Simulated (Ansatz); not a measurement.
This geometry of H$_{3}$NS$_{2}$Sn (7 atoms, charge 0, multiplicity 1) is a first-order saddle point.

Computed with RKS PBE/def2-SVP (Ansatz 0.2.0).

```xyz
7
Properties=species:S:1:pos:R:3
N -0.784 1.356 -0.190
Sn 0.710 -0.060 0.060
S 0.217 -2.076 1.316
S 0.414 -2.262 -0.916
H -1.313 1.097 -1.038
H -1.456 1.231 0.584
H 2.272 0.646 0.139
```

**Question.** Which two structures does it join? (They come from a converged band through this point; their orientation in space is the band's.)

**Answer.** No bond is made or broken. The dihedral H6–N1–Sn2–S4 goes from 29 to 151°. The two ends are copies of one structure, up to a mirror image or an exchange of like atoms.

Image 0:

```xyz
7
Properties=species:S:1:pos:R:3
N -0.846 1.267 0.035
Sn 0.675 -0.116 0.000
S 0.389 -1.981 1.504
S 0.319 -2.417 -0.713
H -0.936 1.745 -0.874
H -1.741 0.785 0.206
H 2.200 0.648 -0.205
```

Image 8:

```xyz
7
Properties=species:S:1:pos:R:3
N -0.820 1.201 -0.470
Sn 0.671 -0.104 0.081
S 0.217 -2.137 1.342
S 0.512 -2.305 -0.893
H -1.698 0.678 -0.602
H -0.998 1.896 0.270
H 2.178 0.705 0.227
```

**Question.** How far does it lie above each of them?

**Answer.** 0.027 eV above the first and 0.027 eV above the second. This is the barrier of this one path; another mechanism may lie lower.

The run took 2.4 min on 1 thread of Arm Neoverse V1 (shared host), peak memory 0.13 GiB.
